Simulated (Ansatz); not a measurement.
`NB(O)C=O` and `C=NB(N)O` differ in one atom or group.

Ansatz, PBE0-D4/def2-TZVP geometries, multiplicity 1. Each molecule was computed in one conformer, which needn't be the lowest.

```json
{"property": "HOMO energy (PBE/def2-TZVPP) / eV", "`NB(O)C=O`": "-5.30"}
{"property": "size of the dipole moment (PBE/def2-TZVPP) / D", "`NB(O)C=O`": "3.66"}
{"property": "LUMO energy (PBE/def2-TZVPP) / eV", "`NB(O)C=O`": "-2.55"}
{"property": "HOMO–LUMO gap (PBE0/def2-TZVPP) / eV", "`NB(O)C=O`": "5.45"}
{"property": "HOMO–LUMO gap (B3LYP/def2-TZVPP) / eV", "`NB(O)C=O`": "4.97"}
{"property": "LUMO energy (ωB97M-V/def2-TZVPP) / eV", "`NB(O)C=O`": "0.83"}
```

Q: Give the same properties after the change, and the shifts. (Estimate.)

A: Computed: 
```
                                      property  `C=NB(N)O`  shift
             HOMO energy (PBE/def2-TZVPP) / eV       -5.42  -0.12
size of the dipole moment (PBE/def2-TZVPP) / D        2.57  -1.09
             LUMO energy (PBE/def2-TZVPP) / eV       -1.54   1.01
          HOMO–LUMO gap (PBE0/def2-TZVPP) / eV        6.46   1.01
         HOMO–LUMO gap (B3LYP/def2-TZVPP) / eV        5.98   1.01
         LUMO energy (ωB97M-V/def2-TZVPP) / eV        1.86   1.03
```

With PBE0 the HOMO rises by 0.06 eV and the LUMO rises by 1.08 eV, so the gap widens by about 1.02 eV. PBE moves the HOMO by -0.12 eV and ωB97M-V by 0.12 eV. The zero-point energy changes by 30.6 kJ/mol with +3 modes. Dipoles are sizes alone; their direction can turn.

B3LYP here is the variant with VWN-RPA as its local correlation; programs differ in this.
